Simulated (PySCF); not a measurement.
**Correlation energy of Cl²⁺ (chlorine, charge +2)**

[Ne] 3s2 3p3, high-spin 4S determinant. Computed with PySCF 2.14 in def2-SVP, with the non-relativistic Hamiltonian (point nucleus). Frozen: [Ne]; 5 electrons correlated.

MP2 pair energies summed by pair of shells (mhartree):

| pair | energy | share (%) |
| --- | --- | --- |
| 3s-3p | -47.18 | 65.0 |
| 3p-3p | -17.72 | 24.4 |
| 3s-3s | -7.69 | 10.6 |

Total MP2 correlation energy: -72.58 mhartree.

Same-spin part -19.41 and opposite-spin part -53.18 mhartree; SCS-MP2 scales them by 1/3 and 6/5 to -70.28 mhartree.

| level | correlation energy (mhartree) |
| --- | --- |
| CCSD | -91.68 |
| (T) | -0.86 |
| CCSD(T) | -92.54 |

Diagnostics: T1 = 0.0019, D1 = 0.0051, largest double amplitude 0.059.

Cost of the coupled-cluster step: 0.06 s of wall time on 1 thread of Neoverse-V2 (shared host), for 5 correlated electrons.
